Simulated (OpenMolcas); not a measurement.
**4f¹¹ along the 65-electron sequence**

| Quantity | Value |
| --- | --- |
| Program | OpenMolcas |
| Method | SS-CASPT2, IPEA 0.25 Eh, imaginary shift 0.1 Eh |
| Basis | ANO-R2 |
| Scalar Hamiltonian | X2C, finite nucleus |
| Spin-orbit coupling | state interaction with AMFI integrals over the reference wave functions, term energies averaged over their components |

Active space for each ion: 11 electrons in 7 orbitals (4f); closed shells correlated by CASPT2: 5s 5p.

Computed levels in cm-1 above ⁴I°_15/2:

```
                                Level   Ho2+   Er3+   Tm4+
                             ⁴I°_13/2   5580   6610   7730
                             ⁴I°_11/2   8830  10360  11950
                              ⁴I°_9/2  10970  12770  14510
                              ⁴F°_9/2  14610  16660  18620
                          ²H°_11/2(1)  17920  20610  23130
                              ⁴S°_3/2  18000  20460  22680
                              ⁴F°_7/2  19570  22410  25130
                              ⁴F°_5/2  21250  24300  27220
                              ⁴F°_3/2  21470  24550  27480
weight of ⁴I° in the lowest level (%)     98     97     97
```

Mixed levels, with the weight of the term that names them: Ho2+ ⁴I°_9/2 (66 %), Ho2+ ⁴F°_9/2 (63 %), Ho2+ ²H°_11/2(1) (68 %), Ho2+ ⁴S°_3/2 (72 %), Ho2+ ⁴F°_3/2 (66 %), Er3+ ⁴I°_9/2 (62 %), Er3+ ⁴F°_9/2 (62 %), Er3+ ²H°_11/2(1) (64 %), Er3+ ⁴S°_3/2 (70 %), Er3+ ⁴F°_3/2 (64 %), Tm4+ ⁴I°_9/2 (54 %), Tm4+ ⁴F°_9/2 (58 %), Tm4+ ²H°_11/2(1) (59 %), Tm4+ ⁴S°_3/2 (67 %), Tm4+ ⁴F°_3/2 (60 %).

Measured, with the error of the calculation in %. Measured levels: Ho2+ from Martin, Zalubas and Hagan, Atomic Energy Levels: The Rare-Earth Elements, NSRDS-NBS 60 (1978); whole-number values converted from NIST levels in rydberg listed in Nahar, Atoms 12, 24 (2024); Er3+ from the list in Tchang-Brillet, Wyart, Meftah and Ait Mammar, Atoms 6, 52 (2018).

| Level | Ho2+ | Er3+ |
| --- | --- | --- |
| ⁴I°_13/2 | 5439 (+2.7) | 6508 (+1.5) |
| ⁴I°_11/2 | 8644 (+2.1) | 10172 (+1.8) |
| ⁴I°_9/2 | 10770 (+1.9) | 12469 (+2.4) |
| ⁴F°_9/2 | 13330 (+9.6) | 15405 (+8.1) |
| ²H°_11/2(1) | 16891 (+6.1) | 19332 (+6.6) |
| ⁴F°_7/2 | 17867 (+9.5) |  |
| ⁴F°_5/2 | 19375 (+9.6) |  |

The fine-structure level ⁴I°_9/2 changes by a factor of 1.32 from Ho2+ to Tm4+. Its fourth root runs 10.23, 10.63, 10.98, with steps per unit of Z of 0.40, 0.34; equal steps would mean a (Z - σ)^4 law with constant σ.

⁴F°_9/2 changes by a factor of 1.27 over the same range, with steps per unit of Z of +2050, +1960 cm-1.

Term energies are means over components that CASPT2 splits; among the terms shown or strongly mixed into the levels shown the widest spread is 750 cm-1 (4f¹¹ ⁴I°, Er3+). High states are left out of the spin-orbit mixing, which shifts the levels that they would mix with. Some levels mix across a computed gap that differs much from the measured one, so their mixing is not that of the real levels (holds for Ho2+; Er3+). The CASPT2 spread within a term exceeds the gap to the next term for 4f¹¹ ⁴S° and 4f¹¹ ⁴F°, so the order of their levels is uncertain, and so are names and mixing where such terms share a J (holds for Ho2+). Computed and measured levels are paired by configuration, term and J; levels that our copy of the source lacks, or whose pairing is in doubt (as where it misses far off the trend of its configuration), stay unpaired and out of the deviations. Only configurations of the active space appear.

A number in round brackets counts repeated terms of one configuration in the order of the reference energies. ° marks odd parity.
